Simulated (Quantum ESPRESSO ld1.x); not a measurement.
Results of a calculation; reference values are marked as such.
Problem. Ho+, 66 electrons, occupied as [Xe] 4f11 6s1 (the NIST ground configuration). Level of theory: scalar-relativistic Kohn-Sham, PBE, spin-unpolarised, spherical densities, point nucleus (ld1.x of Quantum ESPRESSO 7.5). Some entries of the table are withheld. Estimate them.

orbital,occ.,eigenvalue (eV),<r^2> (bohr^2)
1s,2,-55507.5,0.0005880
2s,2,-9289.82,0.009167
2p,6,-8229.96,0.007441
3s,2,-2079.84,0.06036
3p,6,-1756.03,0.06071
3d,10,-1345.47,0.05072
4s,2,-416.010,0.3039
4p,6,-309.478,(1)
4d,10,(2),(3)
5s,2,-56.9526,1.837
5p,6,-32.4275,2.625
4f,11,-9.6501,0.9995
6s,1,-8.9511,15.20

Solution. 
(1) 4p <r^2> (bohr^2): 0.3443
(2) 4d eigenvalue (eV): -165.648
(3) 4d <r^2> (bohr^2): 0.4132
